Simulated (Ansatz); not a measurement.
Mulliken charges of FH$_{5}$NSi$_{2}$, SMILES `F[SiH2]N[SiH2]` radical from ωB97M-V/def2-TZVPP in Ansatz (PBE0-D4/def2-TZVP geometry).

| atom | x (Å) | y (Å) | z (Å) | charge (e) |
| --- | --- | --- | --- | --- |
| F1 | -1.778 | 1.209 | -1.182 | -0.315 |
| Si2 | -0.288 | 1.124 | -0.605 | 0.521 |
| N3 | 0.242 | -0.491 | -0.403 | -0.313 |
| Si4 | 0.024 | -1.534 | 0.968 | 0.128 |
| H5 | 0.576 | 1.799 | -1.599 | -0.047 |
| H6 | -0.303 | 1.780 | 0.719 | -0.042 |
| H7 | 0.600 | -0.942 | -1.234 | 0.105 |
| H8 | -0.246 | -0.650 | 2.136 | -0.016 |
| H9 | 1.262 | -2.341 | 1.183 | -0.021 |

Question: By hand: the dipole of these point charges (1 e Å = 4.8032 D).

Answer: Σ q r = (0.363, -0.037, 0.164) e Å, of length 0.400 e Å = 1.92 D.

Question: How does the dipole of the full density compare? (Best estimate.)

Answer: The calculation gave: (0.287, -0.129, -0.080) e Å, 1.56 D; the point charges give 1.23 times that, at 42° from its direction.

Point charges leave out the atoms' own dipoles, such as those of lone pairs, and Mulliken's split depends on the basis, so the two needn't agree.
